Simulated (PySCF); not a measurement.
# Reading the logs of faulty runs: BCGeH5O

These are calculations, not measurements. They come from PySCF 2.14.0, an open-source quantum chemistry program, on an isolated molecule that a program drew, which may never have been made. The molecule is BCGeH5O (charge 0, singlet), drawn as the SMILES string `C[B](O)[GeH]`.

Each row is a Hartree-Fock (HF) and frozen-core CCSD(T) single point in the cc-pVDZ basis, meant for a local HF minimum. Run 1 is clean. Each other run has one planted mistake out of seven kinds, and not every kind appears here: one electron removed, one electron added, multiplicity raised by two, geometry at a saddle point, minimal basis STO-3G, one bond length entered in bohr, all coordinates scaled. The reference is restricted for singlets and unrestricted otherwise, and also for a bond in bohr. Adding or removing an electron swaps singlet and doublet. Electrons count all cores. HOMO and LUMO are orbital energies over both spins, the gradient is its largest component, and the lowest frequency (negative if imaginary) is given only where the gradient is small. Bond lengths are over the 8 bonds as drawn. T1 is the CCSD diagnostic: over 0.02 (restricted) or 0.045 (unrestricted) a single reference is doubtful. Germanium has the cc-pVDZ-PP basis, with a core potential (ECP10MDF) in place of its 10 inner electrons, and its 3s, 3p and 3d shells are frozen in CCSD(T).

Geometry of the clean run:
```xyz
9
BCGeH5O, angstrom
C    -1.3027    0.8818    1.2358
B    -0.7403    1.6215   -0.0494
O    -0.7823    2.9803   -0.0220
Ge   -0.0861    0.3958   -1.6847
H    -0.9262   -0.1363    1.3735
H    -2.3937    0.8082    1.1362
H    -1.0984    1.4562    2.1441
H    -0.4754    3.4141   -0.8016
H     1.3925    0.3272   -1.1131
```

```
run  electrons  basis functions  <S^2>  HOMO (eV)  LUMO (eV)  gradient (hartree/bohr)  lowest frequency (cm^-1)  mean bond (Å)  longest bond (Å)      T1  HF (hartree)  CCSD(T) (hartree)                          mistake
  1         56               90  0.000      -8.23       0.37                  4.4e-05                        66         1.3635             2.146  0.0146    -433.72309         -434.27533                         no fault
  2         56               90  0.000      -8.05       0.55                  8.0e-02                         -         1.2667             1.993  0.0132    -433.67579         -434.21739           all coordinates scaled
  3         56               90  1.183      -7.80       0.62                  3.4e-02                         -         1.5398             2.997  0.0405    -433.60678         -434.13594  one bond length entered in bohr
  4         57               90  0.763      -0.96       7.51                  2.4e-02                         -         1.3635             2.146  0.0154    -433.73305         -434.29477                                ?
  5         56               90  2.019      -7.62       0.16                  2.8e-02                         -         1.3635             2.146  0.0177    -433.70447         -434.24154                                ?
```

**Which mistake was planted in run 4, and what did it cost?**

It counts 57 electrons, one more than the clean run, at the same geometry and basis. So the mistake is: one electron added. Subtracting run 1 and multiplying by 627.51 kcal/mol a hartree, the energy moved by -6.2 kcal/mol in HF and -12.2 kcal/mol in CCSD(T).

**Which mistake was planted in run 5, and what did it cost?**

Electrons, basis and geometry are unchanged, and <S^2> is 2.019, beside S(S+1) = 2.00 for a multiplicity of 3. So the mistake is: multiplicity raised by two. Subtracting run 1 and multiplying by 627.51 kcal/mol a hartree, the energy moved by 11.7 kcal/mol in HF and 21.2 kcal/mol in CCSD(T).

